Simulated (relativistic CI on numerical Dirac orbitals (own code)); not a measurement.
# Pm⁴⁺ (4f3) in a crystal field

Calculated by Dirac-Coulomb-Breit CI, KLI orbitals optimised for each configuration, a model potential for QED, valence Slater integrals scaled by 0.8, one configuration in a parametric crystal field (own radial code).

Field parameters in Wybourne normalisation; cubic f-shell fields have B⁴₄ = √(5/14) B⁴₀ and B⁶₄ = −√(7/2) B⁶₀. The field is a parameter set, without covalency.

S is read from ⟨S²⟩ = S(S + 1).

Powder χT (cm³ K mol⁻¹) by Van Vleck's formula, with temperature-independent terms:

| Field | 2 K | 5 K | 10 K | 20 K | 50 K | 100 K | 200 K | 300 K |
| --- | --- | --- | --- | --- | --- | --- | --- | --- |
| C2v, B20 = 680, B22 = -290, B40 = 140, B42 = 780, B44 = 320, B60 = -1050, B62 = 360, B64 = 10, B66 = -330 cm⁻¹ | 0.658 | 0.684 | 0.728 | 0.814 | 1.06 | 1.32 | 1.53 | 1.61 |
| D4h, B20 = 2110, B40 = -1990, B44 = 1280, B60 = -750, B64 = 940 cm⁻¹ | 0.492 | 0.514 | 0.55 | 0.623 | 0.834 | 1.1 | 1.37 | 1.51 |
| Oh, B40 = 550, B60 = 420 cm⁻¹ | 0.823 | 0.837 | 0.861 | 0.908 | 1.05 | 1.27 | 1.52 | 1.61 |
| Oh, B40 = 4040, B60 = 620 cm⁻¹ | 0.727 | 0.737 | 0.754 | 0.788 | 0.889 | 1.05 | 1.27 | 1.41 |
| Oh, B40 = -1640, B60 = -830 cm⁻¹ | 1.04 | 1.06 | 1.09 | 1.12 | 1.16 | 1.23 | 1.38 | 1.49 |
| Oh, B40 = -1470, B60 = -180 cm⁻¹ | 1.22 | 1.23 | 1.25 | 1.28 | 1.36 | 1.49 | 1.62 | 1.67 |

(1) For Oh, B40 = -1640, B60 = -830 cm⁻¹: what effective moment follows at 300 K?

Answers

(1) μ_eff = √(8χT) = 3.45 μB. The LS value g√(J(J + 1)) of the free ion's ⁴I°9/2 level is 3.62 μB.
